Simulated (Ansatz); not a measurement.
Species: P₂O₂, net charge 0, singlet state. 
Coordinates optimised at B3LYP-D3(BJ)/def2-TZVP (Ansatz, a first-principles code):
SMILES: o1p2op12
```xyz
4

P      1.2378    -0.0144    -0.0122
P     -1.2378     0.0144     0.0122
O      0.0129     1.1058     0.0045
O     -0.0129    -1.1058    -0.0045
```

Basis-set convergence of Hartree-Fock and MP2 correlation energies (hartree) with Ansatz. Valence correlation only, unless marked. No spin-orbit coupling. No relativistic terms.

The Hartree-Fock reference is unstable (checked in the largest basis), which strains HF and MP2. 

```tsv
basis	functions	E(HF)	E(corr, MP2)
aug-cc-pV(D+d)Z	110	-831.19754	-0.65995
aug-cc-pV(T+d)Z	202	___	___
```

Task: Complete the blanks.

Result: 
- aug-cc-pV(T+d)Z, E(HF): -831.27182
- aug-cc-pV(T+d)Z, E(corr, MP2): -0.79465
